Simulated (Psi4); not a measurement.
fluoromethane (CH3F), singlet, geometry from GFN2-xTB; B97M-V/def2-TZVP (Psi4).

Psi4 was given this input:
```
memory 2 GB

molecule mol {
0 1
C    -0.613811    0.098371    0.071279
F     0.724395   -0.116093   -0.084121
H    -0.862059   -0.060325    1.121287
H    -0.828702    1.125010   -0.227318
H    -1.145932   -0.610070   -0.564556
}

set {
  basis def2-tzvp
  reference rks
}

energy('b97m-v')
print_variables()
```

Task: Predict the main parts of the log of this Psi4 run.

Result: 
```
   => Loading Basis Set <=

    Name: DEF2-TZVP
    Role: ORBITAL
    Keyword: BASIS

         ---------------------------------------------------------
                                   SCF
               by Justin Turney, Rob Parrish, Andy Simmonett
                          and Daniel G. A. Smith
                              RKS Reference
         ---------------------------------------------------------

  ==> Geometry <==

    Molecular point group: c1
    Full point group: C1

    Geometry (in Angstrom), charge = 0, multiplicity = 1:

       Center              X                  Y                   Z               Mass
    ------------   -----------------  -----------------  -----------------  -----------------
         C           -0.717794854681     0.115035489745     0.083354347574    12.000000000000
         F            0.620411145319    -0.099428510255    -0.072045652426    18.998403162730
         H           -0.966042854681    -0.043660510255     1.133362347574     1.007825032230
         H           -0.932685854681     1.141674489745    -0.215242652426     1.007825032230
         H           -1.249915854681    -0.593405510255    -0.552480652426     1.007825032230

  Running in c1 symmetry.

  Rotational constants: A =      5.18680  B =      0.88213  C =      0.88213 [cm^-1]
  Rotational constants: A = 155496.31660  B =  26445.71832  C =  26445.71553 [MHz]
  Nuclear repulsion =   37.733728281636168

  Charge       = 0
  Multiplicity = 1
  Electrons    = 18
  Nalpha       = 9
  Nbeta        = 9

  ==> Algorithm <==

  SCF Algorithm Type is DF.
  DIIS enabled.
  MOM disabled.
  Fractional occupation disabled.
  Guess Type is SAD.
  Energy threshold   = 1.00e-06
  Density threshold  = 1.00e-06
  Integral threshold = 1.00e-12

  ==> Primary Basis <==

  Basis Set: DEF2-TZVP
    Blend: DEF2-TZVP
    Number of shells: 34
    Number of basis functions: 80
    Number of Cartesian functions: 90
    Spherical Harmonics?: true
    Max angular momentum: 3

  ==> DFT Potential <==

   => LibXC <=

    Version 7.1.2
    S. Lehtola, C. Steigemann, M. J. T. Oliveira, and M. A. L. Marques,  SoftwareX 7, 1–5 (2018) (10.1016/j.softx.2017.11.002)

   => Composite Functional: B97M-V <=

    B97M-V GGA Exchange-Correlation Functional

    N. Mardirossian and M. Head-Gordon,  J. Chem. Phys. 142, 074111 (2015) (10.1063/1.4907719)

    Deriv               =              1
    GGA                 =           TRUE
    Meta                =           TRUE

[...]
   @DF-RKS iter   2:  -139.60778602874984    3.61163e-02   6.95441e-03 DIIS/ADIIS
   @DF-RKS iter   3:  -139.76066486625982   -1.52879e-01   3.30220e-04 DIIS/ADIIS
   @DF-RKS iter   4:  -139.76083836777599   -1.73502e-04   2.29157e-04 DIIS/ADIIS
   @DF-RKS iter   5:  -139.76094170317560   -1.03335e-04   5.86993e-05 DIIS
   @DF-RKS iter   6:  -139.76094829669262   -6.59352e-06   6.12462e-06 DIIS
   @DF-RKS iter   7:  -139.76094838609660   -8.94040e-08   7.80399e-07 DIIS
  Energy and wave function converged.

  ==> Post-Iterations <==

   Electrons on quadrature grid:
      Ntotal   =   18.0000034540 ; deviation = 3.454e-06

    Orbital Energies [Eh]
    ---------------------

    Doubly Occupied:

[...]
    Virtual:

[...]
    Final Occupation by Irrep:
              A
    DOCC [     9 ]
    NA   [     9 ]
    NB   [     9 ]

  @DF-RKS Final Energy:  -139.76094838609660

   => Energetics <=

    Nuclear Repulsion Energy =             37.7337282816361679
    One-Electron Energy =                -267.2084604362864866
    Two-Electron Energy =                 106.7066081897945224
    DFT Exchange-Correlation Energy =     -17.0676576992160562
    Empirical Dispersion Energy =           0.0000000000000000
    VV10 Nonlocal Energy =                  0.0748332779752717
    Total Energy =                       -139.7609483860966009

Computation Completed

Properties will be evaluated at   0.000000,   0.000000,   0.000000 [a0]

Properties computed using the SCF density matrix

 Multipole Moments:

 ------------------------------------------------------------------------------------
     Multipole            Electronic (a.u.)      Nuclear  (a.u.)        Total (a.u.)
 ------------------------------------------------------------------------------------

 L = 1.  Multiply by 2.5417464519 to convert [e a0] to [Debye]
 Dipole X            :          2.8956093           -3.5370257           -0.6414164
 Dipole Y            :         -0.4641028            0.5668513            0.1027485
 Dipole Z            :         -0.3361964            0.4107400            0.0745436
 Magnitude           :                                                    0.6538570

 ------------------------------------------------------------------------------------

  Variable Map:
  ----------------------------------------------------------------------------
[...]
  Array Variable Map:
  ----------------------------------------------------------------------------
[...]
[...]
```
